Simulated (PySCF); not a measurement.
A run for PySCF: D3(BJ) and D4 dispersion corrections on C2H4BCl (SMILES C=CBCl), a point of a torsion scan.

```python
from pyscf import gto
from pyscf.dispersion import dftd3, dftd4

mol = gto.M(
    atom='''
    C    -1.20138003    0.06572536   -0.15457029
    C    -0.12297033   -0.37510792    0.49239459
    B     1.31995226    0.07674646    0.15444962
    Cl    2.48570912    0.11523989    1.38677691
    H    -1.11469534    0.71654878   -1.00985792
    H    -2.20554956   -0.19474662    0.14171969
    H    -0.28764731   -1.00574063    1.36014728
    H     1.62423748    0.45942591   -0.91241633
    ''',
    basis='def2-svp',
    charge=0, spin=0, verbose=0, max_memory=1800)
d3, d4 = {}, {}
for xc in ['hf', 'pbe', 'blyp', 'revpbe', 'tpss', 'r2scan', 'b3lyp', 'pbe0', 'bhlyp', 'camb3lyp', 'b2plyp']:
    d3[xc] = float(dftd3.DFTD3Dispersion(mol, xc=xc, version='d3bj', atm=False).get_dispersion()['energy'])
    print(f'D3(BJ) {xc:10s} {d3[xc]:14.8f} Eh')
for xc in ['hf', 'pbe', 'blyp', 'revpbe', 'tpss', 'r2scan', 'b3lyp', 'pbe0', 'bhlyp', 'camb3lyp', 'b2plyp']:
    d4[xc] = float(dftd4.DFTD4Dispersion(mol, xc={'camb3lyp': 'cam-b3lyp'}.get(xc, xc), atm=True).get_dispersion()['energy'])
    print(f'D4     {xc:10s} {d4[xc]:14.8f} Eh')
```

It printed:

```
D3(BJ) hf            -0.04631963 Eh
D3(BJ) pbe           -0.00559626 Eh
D3(BJ) blyp          -0.01207112 Eh
D3(BJ) revpbe        -0.01433206 Eh
D3(BJ) tpss          -0.00707255 Eh
D3(BJ) r2scan        -0.00153490 Eh
D3(BJ) b3lyp         -0.00985361 Eh
D3(BJ) pbe0          -0.00483650 Eh
D3(BJ) bhlyp         -0.00772990 Eh
D3(BJ) camb3lyp      -0.00437826 Eh
D3(BJ) b2plyp        -0.00457187 Eh
D4     hf            -0.01955565 Eh
D4     pbe           -0.00522816 Eh
D4     blyp          -0.01173714 Eh
D4     revpbe        -0.01708784 Eh
D4     tpss          -0.00708643 Eh
D4     r2scan        -0.00126743 Eh
D4     b3lyp         -0.00845214 Eh
D4     pbe0          -0.00438337 Eh
D4     bhlyp         -0.00619431 Eh
D4     camb3lyp      -0.00441795 Eh
D4     b2plyp        -0.00364536 Eh
```

The run finished.

Cost: very roughly 0.020 core-seconds.
